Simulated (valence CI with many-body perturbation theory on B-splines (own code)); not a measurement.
Results of a calculation; reference values are marked as such.
Ladder of approximations for Pt62+

Level of theory: configuration interaction combined with many-body perturbation theory (CI+MBPT): six valence electrons over a frozen Dirac-Fock core [Ne], a basis of 9 s, 9 p, 8 d, 6 f, 3 g, 1 h functions for each j, with the one-electron correlation potential Σ1, the two-electron term Σ2, the three-electron term Σ3, Breit, model QED; selected CI, second order for the rest, scaled by the run's own slope (own B-spline code, finite nucleus).

No measured spectrum was set against this ion. As an estimate, large intervals hold to a few tenths of a per cent, small ones and those within an open d or f shell to about a per cent. Among the levels kept, up to 1000 cm⁻¹ of a level comes from second order outside the variational space, and about a tenth of that is noise between levels of different J, which matters for small intervals.

Each rung adds one term. CI alone is the Dirac-Coulomb CI over the frozen core; QED comes last and gives the full result, which names the levels. Energies are above (3s^2 3p1/2^2 3p3/2^2) J=2 on the same rung, in × 10³ cm⁻¹.

Levels are named by their leading jj configuration (3d3/2^4 stands for four electrons in 3d with j = 3/2), which in mixed levels can hold well under half, so a name can repeat and another be missing. Letters in brackets count levels of one name in rising energy.

```csv
Level,CI alone,Σ1,Σ2,Σ3,Breit,QED,Full
(3s^2 3p1/2^2 3p3/2^2) J=0,166.84,+0.01,-0.24,-0.44,+4.89,-0.05,171.00
(3s^2 3p1/2^2 3p3/2 3d3/2) J=2,2049.5,-2.11,-3.23,-1.86,-6.04,-8.89,2027.3
(3s^2 3p1/2^2 3p3/2 3d3/2) J=1,2123.9,-2.10,-3.32,-2.09,-4.97,-8.99,2102.4
(3s^2 3p1/2^2 3p3/2 3d3/2) J=0,2119.5,-2.10,-2.80,-1.93,+0.43,-8.94,2104.1
(3s^2 3p1/2^2 3p3/2 3d3/2) J=3,2132.9,-2.09,-3.12,-2.24,-10.90,-8.85,2105.7
(3s^2 3p1/2^2 3p3/2 3d5/2) J=4,2934.0,-0.65,-2.81,-2.24,-31.91,-6.67,2889.7
(3s^2 3p1/2^2 3p3/2 3d5/2) J=2,2994.1,-0.66,-4.03,-2.45,-27.79,-6.91,2952.3
(3s^2 3p1/2^2 3p3/2 3d5/2) J=3,3158.8,-0.68,-5.79,-3.71,-29.95,-6.76,3112.0
(3s^2 3p1/2^2 3p3/2 3d5/2) J=1,3250.6,-0.65,-4.74,-4.09,-23.17,-6.80,3211.2
(3s^2 3p1/2 3p3/2^3) J=1,3650.3,+1.73,+1.96,-0.08,-39.70,+3.61,3617.8
(3s^2 3p1/2 3p3/2^3) J=2,3736.8,+1.73,+1.45,-0.32,-44.15,+3.62,3699.1
(3s^2 3p1/2^2 3d3/2^2) J=2,4186.1,-4.21,-6.05,-4.09,-12.08,-17.81,4141.9
(3s^2 3p1/2^2 3d3/2^2) J=0,4390.0,-4.16,-5.48,-4.67,-3.52,-17.82,4354.4
(3s^2 3p1/2^2 3d3/2 3d5/2) J=3,5109.4,-2.77,-7.12,-4.73,-35.43,-15.75,5043.6
(3s^2 3p1/2^2 3d3/2 3d5/2) J=2,5203.8,-2.76,-7.47,-4.92,-33.73,-15.75,5139.1
(3s^2 3p1/2^2 3d3/2 3d5/2) J=4,5256.1,-2.74,-7.10,-5.29,-43.98,-15.77,5181.2
(3s^2 3p1/2^2 3d3/2 3d5/2) J=1,5239.0,-2.75,-7.44,-4.94,-25.45,-15.81,5182.6
(3s 3p1/2^2 3p3/2^3) J=2,5277.6,-0.47,-0.88,+1.18,-12.02,-34.65,5230.8
(3s 3p1/2^2 3p3/2^3) J=1,5450.7,-0.44,-1.58,+0.49,-20.93,-24.52,5403.7
(3s^2 3p1/2 3p3/2^2 3d3/2) J=2 [a],5619.3,-0.37,-1.10,-1.41,-50.61,-5.27,5560.5
(3s^2 3p1/2 3p3/2^2 3d3/2) J=0,5630.3,-0.38,-0.93,-1.47,-48.45,-5.36,5573.7
(3s^2 3p1/2 3p3/2^2 3d3/2) J=1 [a],5643.9,-0.39,-1.81,-1.29,-42.88,-10.13,5587.4
(3s^2 3p1/2 3p3/2^2 3d3/2) J=3 [a],5695.0,-0.36,-1.18,-1.77,-56.93,-5.17,5629.6
(3s^2 3p1/2 3p3/2^2 3d3/2) J=4,5768.4,-0.37,-1.15,-2.15,-62.78,-5.19,5696.8
(3s^2 3p1/2 3p3/2^2 3d3/2) J=2 [b],5875.2,-0.36,-1.97,-2.27,-50.60,-5.61,5814.4
(3s^2 3p1/2 3p3/2^2 3d3/2) J=3 [b],6001.3,-0.37,-4.66,-3.36,-54.28,-5.29,5933.4
(3s^2 3p1/2 3p3/2^2 3d3/2) J=2 [c],6063.3,-0.38,-6.06,-3.29,-46.25,-8.54,5998.8
(3s^2 3p1/2^2 3d5/2^2) J=4,6111.8,-1.32,-8.23,-5.58,-60.50,-13.72,6022.5
(3s^2 3p1/2 3p3/2^2 3d3/2) J=1 [b],6113.0,-0.37,-6.48,-3.15,-42.80,-9.36,6050.9
(3s^2 3p1/2^2 3d5/2^2) J=2,6185.5,-1.30,-8.58,-5.69,-52.71,-13.63,6103.6
(3s^2 3p1/2 3p3/2^2 3d3/2) J=1 [c],6222.3,-0.39,-7.43,-3.72,-40.50,-10.52,6159.7
```

The middle columns are the shifts that each term adds.

Question: How does the ionisation energy move along the ladder, and which term matters most?

Answer: CI alone 6796.2, + Σ1 6797.2, + Σ2 6797.4, + Σ3 6796.6, + Breit 6790.4, + QED 6789.7 eV. The largest step is Breit, -6.2 eV. NIST lists 6787 ± 15 eV (theoretical).
